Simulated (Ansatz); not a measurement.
Basis sets compared for In(IMe)F3 (C₅H₈F₃InN₂). Total charge 0; singlet. Geometry PBE-D4/def2-SVP. Ansatz on 4 threads of Arm Neoverse V2 on a shared host; times are rough, and most runs start from earlier orbitals.

Cartesian coordinates in Å:
```
In -1.150 1.391 1.603
C -0.057 0.118 0.122
N 0.088 0.352 -1.207
C -0.457 1.527 -1.888
C 0.804 -0.675 -1.799
C 1.102 -1.574 -0.802
N 0.558 -1.067 0.366
C 0.611 -1.695 1.686
H 0.343 2.273 -2.066
H -0.893 1.219 -2.857
H -1.253 1.963 -1.245
H 1.031 -0.692 -2.869
H 1.639 -2.527 -0.834
H -0.205 -1.265 2.308
H 0.457 -2.785 1.579
H 1.594 -1.508 2.162
F -1.752 -0.043 2.881
F -2.479 2.264 0.368
F 0.020 2.726 2.493
```

In the def2 sets In takes a core potential; there is no spin–orbit coupling.

Binding counts from free atoms (In doublet, C triplet, N quartet, H doublet, F doublet) in the same basis, without a counterpoise term.

```
           level  functions  energy (Eh)  HOMO (eV)  LUMO (eV)  binding per atom (eV)  wall time
 PBE-D4/def2-SVP        206    -793.5120      -6.80      -1.95                   4.44      3.6 s
PBE0-D4/def2-SVP        206    -793.5300      -8.24      -1.07                   4.31      6.5 s
```

(1) Estimate the rows for PBE-D4/def2-TZVP, PBE0-D4/def2-TZVP.

Results:

(1) 
```tsv
level	functions	energy (Eh)	HOMO (eV)	LUMO (eV)	binding per atom (eV)	wall time
PBE-D4/def2-TZVP	408	-794.2311	-7.17	-2.11	4.39	8 s
PBE0-D4/def2-TZVP	408	-794.2410	-8.25	-1.19	4.26	17 s
```
